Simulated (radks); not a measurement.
Results of a calculation; reference values are marked as such.
The nuclear charge of neutral technetium is varied continuously with 43 electrons held in [Kr] 4d5 5s2. Level of theory: Dirac Kohn-Sham, LDA (Slater exchange, Perdew-Wang correlation), spin-unpolarised, spherical densities, finite nucleus; open shells are shared between the two j in proportion to 2j + 1; Fermi nuclear charge, rms radius 4.4112 fm (a radial shooting solver on a logarithmic mesh with Libxc functionals). By the Hellmann-Feynman theorem dE/dZ = E(electron-nucleus)/Z, the electronic potential at the nucleus (averaged over a nucleus of fixed radius).

[
 {"Z": "42.75", "E (hartree)": "-4221.93113", "E(electron-nucleus)/Z (hartree)": "-238.797", "HOMO": "5s1/2", "e(HOMO) (eV)": "-3.561", "<r> HOMO (bohr)": "3.431"},
 {"Z": "43", "E (hartree)": "-4281.87157", "E(electron-nucleus)/Z (hartree)": "-240.726", "HOMO": "5s1/2", "e(HOMO) (eV)": "-5.259", "<r> HOMO (bohr)": "3.272"},
 {"Z": "43.25", "E (hartree)": "-4342.29413", "E(electron-nucleus)/Z (hartree)": "-242.654", "HOMO": "5s1/2", "e(HOMO) (eV)": "-7.098", "<r> HOMO (bohr)": "3.134"},
 {"Z": "43.5", "E (hartree)": "-4403.19841", "E(electron-nucleus)/Z (hartree)": "-244.580", "HOMO": "5s1/2", "e(HOMO) (eV)": "-9.069", "<r> HOMO (bohr)": "3.013"},
 {"Z": "43.75", "E (hartree)": "-4464.58418", "E(electron-nucleus)/Z (hartree)": "-246.506", "HOMO": "5s1/2", "e(HOMO) (eV)": "-11.164", "<r> HOMO (bohr)": "2.905"},
 {"Z": "44", "E (hartree)": "-4526.45131", "E(electron-nucleus)/Z (hartree)": "-248.431", "HOMO": "5s1/2", "e(HOMO) (eV)": "-13.375", "<r> HOMO (bohr)": "2.808"}
]

The central difference of E at Z = 43 is -240.726 hartree, to compare with the third column; the second derivative is -7.71 hartree.
